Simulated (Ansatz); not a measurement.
Consider the ligand exchange at a P–O bond: `[AlH2][O]P` + `OB(F)F` → `FB(F)OP` + `[OH][AlH2]`.

Program: Ansatz. Geometries: PBE0-D4/def2-TZVP. ΔE: electronic, gas phase. CBS: MP2 limit from def2 TZ/QZ plus the TZ coupled-cluster correction, frozen cores. This one scheme is used for every species. DFT in def2-TZVPP. One conformer a species, not always the lowest.

```
     species  r2SCAN0 energy (Eh)
`[AlH2][O]P`           -661.38668
    `OB(F)F`           -300.50706
   `FB(F)OP`           -642.43257
`[OH][AlH2]`           -319.45347
```

**Question.** Work out ΔE.

**Answer.** ΔE = (-642.43257) + (-319.45347) − (-661.38668) − (-300.50706) = 0.00770 Eh = +4.8 kcal/mol. CCSD(T)/CBS gives +4.3 kcal/mol.

Largest T1 diagnostic among the species: 0.014.

From BLYP to BHLYP (50 % exact exchange), in def2-TZVPP and without D4, ΔE moves by +1.2 kcal/mol. At CCSD(T), def2-SVP lies +0.8 kcal/mol from the extrapolated value and def2-TZVPP −0.1 kcal/mol. Leaving LDA and LC-ωPBE aside and taking each functional with its dispersion term where it has one, the values, not all of them listed here, spread over 1.3 kcal/mol, from BLYP-D4 to BHLYP-D4.
